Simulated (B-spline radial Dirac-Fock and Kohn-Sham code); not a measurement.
## B 2p1/2: cross section and angular parameters

System: atomic boron in the configuration [He] 2s2 2p1; threshold 6.10 eV (orbital energy of the model). These are calculated numbers from a radial finite-basis atomic code; the model is Dirac-Hartree-Slater photoionisation with a Latter tail; cross sections with all multipoles, angular parameters from the dipole term and its interference with E2.

The run's input, task.json:

```json
{"items": [{
  "Z": 5,
  "q": 0,
  "cfg": [[1, 0, 2], [2, 0, 2], [2, 1, 1]],
  "A": 11,
  "rrms": 2.406,
  "do": "xps",
  "hv": [60, 63.2, 80, 93.1, 134.0, 138.0, 139.0, 147.0, 161.0, 275.0, 300, 310.0, 393.0, 444.0, 477.0, 480.0, 665.0, 805.0, 1000, 1253.6, 1486.9, 3350.0, 4700.0, 4830.0, 5414.7, 6000, 9770.0, 13700.0],
  "edges": {"K": 188.0}
}]}
```

Launch: `python xray2_run.py task.json out`

```
hν (eV)    σ (kb)      β      γ      δ
     60      41.5  1.470  0.106  0.008
   63.2      35.8  1.459  0.111  0.008
     80      17.9  1.393  0.136  0.010
   93.1      11.3  1.337  0.150  0.011
    134      3.62  1.164  0.175  0.016
    138         ?      ?      ?      ?
    139      3.22  1.145  0.176  0.017
    147      2.69  1.115  0.178  0.018
    161      2.01  1.067  0.181  0.020
    275     0.369  0.812  0.208  0.034
    300     0.278  0.773  0.216  0.037
    310     0.250  0.759  0.219  0.038
    393     0.112  0.660  0.243  0.047
    444    0.0739  0.612  0.255  0.052
    477    0.0576  0.586  0.263  0.055
    480    0.0564  0.583  0.263  0.055
    665    0.0176  0.469  0.301  0.072
    805   0.00866  0.403  0.325  0.084
   1000   0.00380  0.329  0.350  0.098
 1253.6   0.00158  0.257  0.373  0.115
 1486.9  0.000810  0.206  0.387  0.130
   3350  3.22e-05  0.101  0.491  0.212
   4700  8.16e-06  0.084  0.589  0.255
   4830  7.29e-06  0.082  0.597  0.259
 5414.7  4.55e-06  0.073  0.630  0.276
   6000  2.98e-06  0.065  0.659  0.292
   9770  3.89e-07  0.034  0.805  0.380
  13700  9.38e-08  0.015  0.929  0.453
```

Task: Give the values at 138 eV.

Result: σ = 3.29 kb, β = 1.149, γ = 0.176, δ = 0.017.
